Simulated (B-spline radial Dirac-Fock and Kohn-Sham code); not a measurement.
What relativity does to the binding energies of Lu¹⁵⁺

System: the Lu¹⁵⁺ ion in the configuration [Kr] 4d10 4f10.

Both columns are ΔSCF binding energies of the configuration average from an atomic code on a B-spline grid: non-relativistic Hartree-Fock with a point nucleus, and Dirac-Fock with a finite nucleus and the Coulomb interaction alone, averaged over the two j levels with weights 2j+1.

| shell | Hartree-Fock (eV) | Dirac-Fock (eV) | shift (eV) | shift (%) |
| --- | --- | --- | --- | --- |
| 1s | 59253.1 | 63970.5 | +4717.37 | +7.96 |
| 2s | 10024.3 | 11267.6 | +1243.32 | +12.40 |
| 2p | 9583.4 | 9994.8 | +411.38 | +4.29 |
| 3s | 2552.0 | 2857.5 | +305.54 | +11.97 |
| 3p | 2349.8 | 2464.7 | +114.85 | +4.89 |
| 3d | 1977.2 | 1964.3 | -12.88 | -0.65 |
| 4s | 775.0 | 853.3 | +78.26 | +10.10 |
| 4p | 690.3 | 719.9 | +29.59 | +4.29 |
| 4d | 536.8 | 536.1 | -0.71 | -0.13 |
| 4f | 341.1 | 335.7 | -5.39 | -1.58 |

Relativity binds 1s, 2s, 2p, 3s, 3p, 4s, 4p more strongly, among those listed most of all 2s in relative terms, and 3d, 4d, 4f more weakly, because the contracted s and p shells screen the nucleus better.

Values without a named source are computed, but for edge energies of neutral atoms, which are taken from tables.
